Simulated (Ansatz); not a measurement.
Ansatz results at the PBE0-D4/def2-TZVP geometry: size of the dipole moment (ωB97M-V/def2-TZVPP) 2.43 D; HOMO–LUMO gap (ωB97M-V/def2-TZVPP) 12.19 eV; size of the dipole moment (B3LYP/def2-TZVPP) 2.35 D.

Which molecule gave them?
A. `[CH3][SnH]([F])[SH]`
B. `C[O][Sn]([F])([CH2][Si](C)(C)C)[O]C`
C. `F[C](F)(F)[SnH3]`
D. `C[O][SnH]([F])[O][SiH3]`

C. The others give `C[O][SnH]([F])[O][SiH3]`: 1.43, 11.41, 1.41; `[CH3][SnH]([F])[SH]`: 3.19, 11.12, 3.20; `C[O][Sn]([F])([CH2][Si](C)(C)C)[O]C`: 1.97, 11.11, 2.03.

B3LYP here is the variant with VWN-RPA as its local correlation; programs differ in this.
